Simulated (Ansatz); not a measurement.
Ge(vinyl)Cl3 (C2H3Cl3Ge). The state is a triplet with charge 0. Geometry PBE0-D4/def2-SVP, that of the neutral singlet.

```xyz
9

Ge   -0.634    0.260   -1.013
C     0.808    0.062    0.235
C     0.614   -0.431    1.459
H     1.801    0.375   -0.106
H    -0.376   -0.745    1.805
H     1.444   -0.538    2.166
Cl   -2.464   -0.457   -0.155
Cl   -0.273   -0.834   -2.820
Cl   -0.921    2.308   -1.572
```

At PBE0-D4/def2-TZVP a singlet of charge 0 lies 4.15 eV below the triplet at the same geometry.

(1) Estimate the α-spin orbital energies around the gap (eV) in Ansatz with PBE-D4/def2-TZVP, r2SCAN-D4/def2-TZVP, PBE0-D4/def2-TZVP.

Answers

(1) 
```json
{"orbital": "HOMO−5", "PBE-D4/def2-TZVP": "-8.41", "r2SCAN-D4/def2-TZVP": "-8.79", "PBE0-D4/def2-TZVP": "-9.87"}
{"orbital": "HOMO−4", "PBE-D4/def2-TZVP": "-8.08", "r2SCAN-D4/def2-TZVP": "-8.45", "PBE0-D4/def2-TZVP": "-9.50"}
{"orbital": "HOMO−3", "PBE-D4/def2-TZVP": "-7.96", "r2SCAN-D4/def2-TZVP": "-8.32", "PBE0-D4/def2-TZVP": "-9.37"}
{"orbital": "HOMO−2", "PBE-D4/def2-TZVP": "-7.95", "r2SCAN-D4/def2-TZVP": "-8.30", "PBE0-D4/def2-TZVP": "-9.33"}
{"orbital": "HOMO−1", "PBE-D4/def2-TZVP": "-7.76", "r2SCAN-D4/def2-TZVP": "-8.13", "PBE0-D4/def2-TZVP": "-9.18"}
{"orbital": "HOMO", "PBE-D4/def2-TZVP": "-3.46", "r2SCAN-D4/def2-TZVP": "-3.88", "PBE0-D4/def2-TZVP": "-4.74"}
{"orbital": "LUMO", "PBE-D4/def2-TZVP": "-2.28", "r2SCAN-D4/def2-TZVP": "-2.04", "PBE0-D4/def2-TZVP": "-1.29"}
{"orbital": "LUMO+1", "PBE-D4/def2-TZVP": "-0.61", "r2SCAN-D4/def2-TZVP": "-0.32", "PBE0-D4/def2-TZVP": "0.29"}
{"orbital": "LUMO+2", "PBE-D4/def2-TZVP": "0.00", "r2SCAN-D4/def2-TZVP": "0.25", "PBE0-D4/def2-TZVP": "0.89"}
{"orbital": "LUMO+3", "PBE-D4/def2-TZVP": "0.56", "r2SCAN-D4/def2-TZVP": "1.01", "PBE0-D4/def2-TZVP": "1.40"}
{"orbital": "LUMO+4", "PBE-D4/def2-TZVP": "0.96", "r2SCAN-D4/def2-TZVP": "1.58", "PBE0-D4/def2-TZVP": "1.87"}
{"orbital": "LUMO+5", "PBE-D4/def2-TZVP": "1.38", "r2SCAN-D4/def2-TZVP": "2.03", "PBE0-D4/def2-TZVP": "2.25"}
{"orbital": "β HOMO", "PBE-D4/def2-TZVP": "-7.74", "r2SCAN-D4/def2-TZVP": "-8.10", "PBE0-D4/def2-TZVP": "-9.15"}
{"orbital": "β LUMO", "PBE-D4/def2-TZVP": "-6.62", "r2SCAN-D4/def2-TZVP": "-6.03", "PBE0-D4/def2-TZVP": "-5.33"}
```
